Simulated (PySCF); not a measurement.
## Nuclear quadrupole coupling in `CC[C@@H]1CC[SiH2]N1`

Species: C5H13NSi.
Cartesian coordinates in Å at the GFN2-xTB level; atoms count from 1:
```xyz
20
C5H13NSi angstrom
C      2.682    0.415   -0.320
C      1.514   -0.558   -0.446
C      0.263   -0.097    0.307
C     -0.805   -1.193    0.355
C     -2.148   -0.548    0.689
Si    -2.071    1.115   -0.226
N     -0.367    1.031   -0.354
H      2.936    0.569    0.726
H      2.440    1.379   -0.762
H      3.558    0.022   -0.831
H      1.256   -0.689   -1.499
H      1.816   -1.530   -0.048
H      0.555    0.174    1.335
H     -0.867   -1.650   -0.634
H     -0.530   -1.969    1.072
H     -2.972   -1.194    0.395
H     -2.230   -0.392    1.764
H     -2.590    2.225    0.584
H     -2.696    1.104   -1.552
H      0.251    1.797   -0.558
```

Field gradients from the PBE0/pcSseg-1 density (PySCF, non-relativistic), principal values in atomic units, ordered |Vxx| ≤ |Vyy| ≤ |Vzz|:

```csv
atom,Vxx,Vyy,Vzz
N7,0.3423,0.7133,-1.0556
```

Find the asymmetry η = (Vxx − Vyy)/Vzz and the couplings χ = eQV/h (234.96 MHz × Q in barn × V in au), with Q(14N) = 0.02044 b.

| atom | environment | nucleus | η | χzz (MHz) | χxx (MHz) | χyy (MHz) |
| --- | --- | --- | --- | --- | --- | --- |
| N7 | silicon-bound nitrogen | 14N | 0.35 | -5.07 | 1.64 | 3.43 |

What is Vzz at N7 in SI units (1 au = 9.71736 × 10²¹ V/m²)?

-1.0556 au = -10.257 × 10²¹ V/m².

And the gradient at the other heavy atoms, for which no coupling is worked out here?

```json
{"atom": "C1", "environment": "methyl carbon", "Vzz (au)": "0.037", "η": "0.39"}
{"atom": "C2", "environment": "chain CH2 carbon", "Vzz (au)": "-0.054", "η": "0.30"}
{"atom": "C3", "environment": "sp3 carbon bound to nitrogen", "Vzz (au)": "0.226", "η": "0.08"}
{"atom": "C4", "environment": "ring CH2 carbon", "Vzz (au)": "-0.060", "η": "0.70"}
{"atom": "C5", "environment": "sp3 carbon bound to silicon", "Vzz (au)": "-0.085", "η": "0.91"}
{"atom": "Si6", "environment": "SiH2 silicon", "Vzz (au)": "0.339", "η": "0.24"}
```

Were the hydrogens deuterons (Q(2H) = 0.00286 b), χzz would run from 106 kHz (H18 and H19) to 291 kHz (H20).

One conformer (not necessarily the lowest) at the GFN2-xTB geometry, without solvent, vibrations or thermal averaging. GFN2-xTB bond lengths can be off by several hundredths of an ångström, more for odd bonds, and the gradients follow them. The small basis limits the accuracy of the gradients.
